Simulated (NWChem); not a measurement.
# SiNH$_{3}$, singlet; SMILES N[SiH]

```xyz
5

Si     0.1161    -0.6872     0.0000
H     -1.4100    -0.8864     0.0000
N      0.0170     1.0284     0.0000
H     -0.8303     1.5879     0.0000
H      0.8492     1.6100     0.0000
```
Atoms are numbered in this order, from 1.

Level: PBE0/def2-SVP (NWChem), optimised geometry, unscaled harmonic frequencies. Low-valent species are run as closed-shell singlets; no triplet was tried in these runs.

Q: List the harmonic frequencies with IR intensities, and the thermochemistry.

A: 
| frequency (cm⁻¹) | IR intensity (km/mol) |
|---|---|
| 597 | 224.2 |
| 685 | 1.4 |
| 760 | 1.5 |
| 874 | 55.8 |
| 961 | 117.5 |
| 1552 | 31.6 |
| 2011 | 337.5 |
| 3588 | 28.1 |
| 3691 | 45.5 |

```
Property                                                                            Value
-----------------------------------------------------------------------  ----------------
zero-point energy                                                           21.0 kcal/mol
thermal correction to the enthalpy at 298.15 K (with zero-point energy)     23.7 kcal/mol
heat capacity Cv                                                          9.6 cal/(mol K)
entropy at 298.15 K and 1 atm (symmetry number 1)                        58.6 cal/(mol K)
dipole moment                                                                      2.33 D
```

Rigid rotor and harmonic oscillator.
